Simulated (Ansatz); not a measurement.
`CS[SiH3]` and `C[Se][SiH3]` differ in one element.

Ansatz, PBE0-D4/def2-TZVP geometries, multiplicity 1. 

Scalar relativity is left out up to krypton.

```json
{"property": "HOMO–LUMO gap (B3LYP/def2-TZVPP) / eV", "`CS[SiH3]`": "6.66"}
{"property": "HOMO energy (B3LYP/def2-TZVPP) / eV", "`CS[SiH3]`": "-6.71"}
{"property": "HOMO energy (ωB97M-V/def2-TZVPP) / eV", "`CS[SiH3]`": "-9.14"}
{"property": "LUMO energy (PBE/def2-TZVPP) / eV", "`CS[SiH3]`": "-0.71"}
{"property": "HOMO energy (PBE0/def2-TZVPP) / eV", "`CS[SiH3]`": "-6.95"}
{"property": "size of the dipole moment (ωB97M-V/def2-TZVPP) / D", "`CS[SiH3]`": "1.38"}
```

Give the same properties after the change, and the shifts. (An estimate is asked.)

Computed: 
| property | `C[Se][SiH3]` | shift |
| --- | --- | --- |
| HOMO–LUMO gap (B3LYP/def2-TZVPP) / eV | 6.03 | -0.63 |
| HOMO energy (B3LYP/def2-TZVPP) / eV | -6.38 | 0.33 |
| HOMO energy (ωB97M-V/def2-TZVPP) / eV | -8.77 | 0.37 |
| LUMO energy (PBE/def2-TZVPP) / eV | -0.98 | -0.27 |
| HOMO energy (PBE0/def2-TZVPP) / eV | -6.61 | 0.34 |
| size of the dipole moment (ωB97M-V/def2-TZVPP) / D | 1.33 | -0.05 |

With PBE0 the HOMO rises by 0.34 eV and the LUMO falls by 0.29 eV, so the gap narrows by about 0.63 eV. PBE moves the HOMO by 0.26 eV and ωB97M-V by 0.37 eV. Dipoles are sizes alone; their direction can turn.

B3LYP here is the variant with VWN-RPA as its local correlation; programs differ in this.

Spin–orbit coupling is left out; it splits and shifts lone-pair levels of the heavy atoms by tenths of an eV.
